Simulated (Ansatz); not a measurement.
Basis-set extrapolation for CH5AlOSi (PBE0-D4/def2-TZVP geometry, frozen core, Ansatz). Multiplicity 1, RHF reference.

|  | def2-TZVPP | def2-QZVPP |
| --- | --- | --- |
| HF | -646.643312 | -646.665415 |
| MP2 correlation | -0.605418 | -0.650388 |
| CCSD(T) correlation | -0.663507 | not run |

Energies in hartree. Use E(X) = E(∞) + A·exp(−7.88·√X) for Hartree–Fock and E(X) = E(∞) + B·X^(−2.97) for correlation, with X = 3 and 4, and add CCSD(T) minus MP2 of the smaller set to the MP2 limit.

Problem. What is the CCSD(T) energy at the basis-set limit?

Solution. HF limit: -646.665415 + (-0.022103) × 0.13774 = -646.66846. MP2 limit: -0.650388 + (-0.044970) × 0.74074 = -0.68370. Higher-order term: -0.663507 − (-0.605418) = -0.05809. Total: -647.41025 hartree, 271.6 kJ/mol below CCSD(T)/def2-TZVPP.
